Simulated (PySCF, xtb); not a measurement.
Zn(I)(Me) (CH₃IZn), SMILES [CH3][Zn][I].

Harmonic wavenumbers (cm⁻¹) from GFN2-xTB (xtb) at its own minimum, in rising order: 47, 47, 205, 455, 662, 662, 1307, 1487, 1487, 3044, 3045, 3054.

**Question.** What does PBE0-D3(BJ)/def2-SVP in PySCF 2.14.0 give at its own minimum? (An estimate is asked for; the answer gives what the named calculation found.)

**Answer.** 100, 100, 236, 575, 689, 689, 1192, 1425, 1425, 3061, 3173, 3173. Paired by order, the mean absolute difference is 68 cm⁻¹ and the zero-point energies are 22.2 and 22.6 kcal/mol.
